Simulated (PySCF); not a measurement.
System: CH₅O₃Si, charge -1, multiplicity 1. It need not be the lowest isomer of its formula. Whether it binds its extra electron was not tested at this geometry. SMILES: O[Si](O)(C)[O-]
Coordinates optimised at B3LYP-D3(BJ)/def2-TZVP (Ansatz):
```
Si
O 1 1.5602
O 1 1.7027 2 113.30
H 3 0.9620 1 106.23 2 8.64
O 1 1.7027 2 113.30 4 116.20
H 5 0.9620 1 106.23 2 -8.64
C 1 1.8949 2 119.23 6 123.73
H 7 1.0934 1 110.61 2 59.91
H 7 1.0934 8 108.16 1 121.28
H 7 1.0946 8 108.04 9 116.73
```
Charge -1, spin multiplicity 1.

Dispersion corrections to the total energy (kcal/mol) from the dftd3 and dftd4 libraries through PySCF: D3(BJ) without and D4 with the three-body term, each with the damping fitted for the functional named.

```tsv
functional	D3(BJ)	D4
BLYP	-9.33	-11.76
BP86	(withheld)	-7.00
B2GP-PLYP	-2.99	-2.21
revPBE	-10.90	-16.66
PBE0	-3.77	(withheld)
LC-wPBE	(withheld)	-5.88
r2SCAN	-1.20	-1.29
```

**Question.** Fill in the missing entries.

**Answer.** 
- BP86, D3(BJ): -6.98
- PBE0, D4: -4.44
- LC-wPBE, D3(BJ): -4.11
